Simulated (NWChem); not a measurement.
System: ZnSiH$_{4}$O; SMILES [SiH3][O][ZnH]

NWChem input:

```
start job
memory heap 200 mb stack 900 mb global 1100 mb
geometry units angstroms
  Zn    -0.947483    -0.501056     0.421338
  H     -2.142350    -1.132538     0.951923
  O      0.464872     0.245777    -0.206299
  Si     1.786752     0.944905    -0.794733
  H      1.816541     0.698324    -2.241671
  H      2.946441     0.338114    -0.129341
  H      1.699738     2.381242    -0.503135
end
basis spherical
  * library def2-svp
end
dft
  xc pbe0
  iterations 150
end
driver
  maxiter 120
end
task dft optimize
task dft freq
```

The optimisation ended at a saddle point (imaginary frequency).

The level has its own optimisation; frequencies are unscaled.

Task: Predict the main results of this run. (PBE0/def2-SVP.) Quantities: r H–Zn (Å); r O–Zn (Å); r O–Si (Å); r H–Si (Å); highest harmonic frequency (cm⁻¹); lowest (cm⁻¹); zero-point energy (kcal/mol); dipole (D).

Result: 
```
Quantity                           Value
---------------------------------  -----
r H–Zn (Å)                         1.513
r O–Zn (Å)                         1.757
r O–Si (Å)                         1.629
r H–Si (Å)                         1.500
highest harmonic frequency (cm⁻¹)   2208
lowest (cm⁻¹)                        -63
zero-point energy (kcal/mol)        22.0
dipole (D)                          1.92
```
